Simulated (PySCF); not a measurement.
Calculation: PBE-D3(BJ)/def2-TZVP // B3LYP-D3(BJ)/def2-TZVP (PySCF 2.14.0). Gas-phase values, no solvent. One relaxed conformer stands for a flexible species; it need not be the lowest. 

Reference species (SMILES): `C=BCN` (neutral, multiplicity 1).

```
Property    Result
--------  --------
LUMO      -1.70 eV
HOMO      -5.28 eV
```

Changed species: `B/C(C)=N\[H]`.

Question: Give the shifts of the LUMO and HOMO.

Answer: the LUMO decreases by 1.11 eV, to -2.81 eV; the HOMO falls by 0.76 eV, to -6.04 eV.
